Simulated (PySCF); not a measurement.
A PySCF script (with the pyscf-properties extension) for the NMR shieldings of `COCCO[C@H]1C=CC1`, C7H12O2, on a GFN2-xTB geometry:

```python
import basis_set_exchange as bse
import numpy as np
from pyscf import gto, dft
from pyscf.prop import nmr

atoms = """
C     3.398968    0.182659    0.032424
O     2.632403   -0.794454    0.693121
C     1.243969   -0.572650    0.665388
C     0.615245   -0.786761   -0.724395
O    -0.782489   -0.931861   -0.684460
C    -1.504851    0.238270   -0.410976
C    -2.990877    0.126893   -0.652140
C    -3.311257    0.436295    0.599397
C    -1.889500    0.540217    1.075857
H     3.136489    1.190637    0.376183
H     4.437259   -0.024686    0.284510
H     3.279310    0.134006   -1.055196
H     1.011285    0.439357    1.031236
H     0.820668   -1.307472    1.354753
H     0.887595    0.041486   -1.397087
H     0.995126   -1.724165   -1.139359
H    -1.041443    1.100369   -0.914166
H    -3.541214   -0.115567   -1.540921
H    -4.239621    0.581552    1.120265
H    -1.588971   -0.247116    1.763200
H    -1.577013    1.509934    1.462937
"""
names = dict.fromkeys(["C", "O", "H"], "pcSseg-1")
basis = {el: gto.basis.parse(bse.get_basis(n, elements=[el], fmt="nwchem")) for el, n in names.items()}
mol = gto.M(atom=atoms, basis=basis, charge=0, verbose=0)
mf = dft.RKS(mol, xc="PBE0")
mf.grids.level = 2
mf.grids.alignment = dft.numint.BLKSIZE   # the property module wants whole blocks of grid points
mf.conv_tol = 1e-9
mf.kernel()

calc = nmr.RKS(mf)   # GIAO
C = mf.mo_coeff
Co = C[:, mf.mo_occ > 0]
resp = mf.gen_response(singlet=True, hermi=2)
def vind(x):   # induced exchange potential for any number of trial vectors
    d = np.einsum("pi,xij,qj->xpq", C, 2 * x.reshape(-1, C.shape[1], Co.shape[1]), Co, optimize=True)
    return np.einsum("xpq,pi,qj->xij", resp(d - d.transpose(0, 2, 1)), C, Co, optimize=True).ravel()
mo1, _ = nmr.rhf.solve_mo1(calc, with_cphf=vind)
sigma = calc.kernel(mo1)
for i, s in enumerate(sigma):   # ppm
    w = np.linalg.eigvalsh((s + s.T) / 2)
    print("%2d %-2s iso %8.1f  s11 %8.1f  s22 %8.1f  s33 %8.1f" % (i, mol.atom_pure_symbol(i), w.mean(), *w))
```

Question: What does it print?

Answer: 
```
 0 C  iso    126.5  s11     91.7  s22    106.1  s33    181.8
 1 O  iso    316.5  s11    281.7  s22    313.6  s33    354.4
 2 C  iso    111.4  s11     84.2  s22     89.8  s33    160.3
 3 C  iso    113.5  s11     85.3  s22     94.2  s33    160.9
 4 O  iso    271.2  s11    247.6  s22    270.1  s33    296.0
 5 C  iso    104.9  s11     81.9  s22     84.3  s33    148.3
 6 C  iso     38.9  s11    -66.4  s22     43.5  s33    139.7
 7 C  iso     40.5  s11    -77.3  s22     41.0  s33    157.9
 8 C  iso    141.4  s11    128.7  s22    137.9  s33    157.7
 9 H  iso     28.7  s11     25.8  s22     26.3  s33     34.0
10 H  iso     27.9  s11     24.0  s22     25.5  s33     34.3
11 H  iso     28.2  s11     23.8  s22     26.8  s33     34.1
12 H  iso     28.3  s11     23.3  s22     28.9  s33     32.7
13 H  iso     27.8  s11     23.1  s22     28.6  s33     31.8
14 H  iso     27.8  s11     22.7  s22     29.1  s33     31.7
15 H  iso     27.8  s11     23.2  s22     28.2  s33     31.9
16 H  iso     27.6  s11     25.1  s22     26.6  s33     31.1
17 H  iso     25.4  s11     24.4  s22     25.3  s33     26.6
18 H  iso     25.3  s11     24.0  s22     25.0  s33     26.9
19 H  iso     29.4  s11     26.6  s22     29.6  s33     32.0
20 H  iso     29.1  s11     26.4  s22     27.8  s33     33.0
```

These numbers come from an equivalent density-fitted implementation of the same equations, which agrees with the script to about 0.01 ppm for H and up to a few tenths of a ppm for heavy atoms, so last digits may differ.

Question: Turn these shieldings into chemical shifts. References, each an isolated molecule treated in the same way: 13C (σ = 186.93 ppm), 1H (σ = 31.72 ppm) vs TMS; 17O (σ = 336.08 ppm) vs H2O.

Answer: Averaging equivalent atoms: C 6: 148.0; C 7: 146.4; C 5: 82.1; C 2: 75.5; C 3: 73.4; C 0: 60.4; C 8: 45.5; O 4: 64.9; O 1: 19.5; H 18: 6.41; H 17: 6.31; H 16: 4.11; H 15: 3.96; H 13: 3.93; H 14: 3.89; H 9/10/11: 3.44; H 12: 3.43; H 20: 2.65; H 19: 2.30 ppm. Experimental scales use liquid or dissolved standards, which lie at an offset from isolated H2O (liquid H2O: subtract about 36 ppm).

Size and cost of the density-fitted run: 213 basis functions, 38 s wall time on 1 thread of an Arm Neoverse V1, shared host.
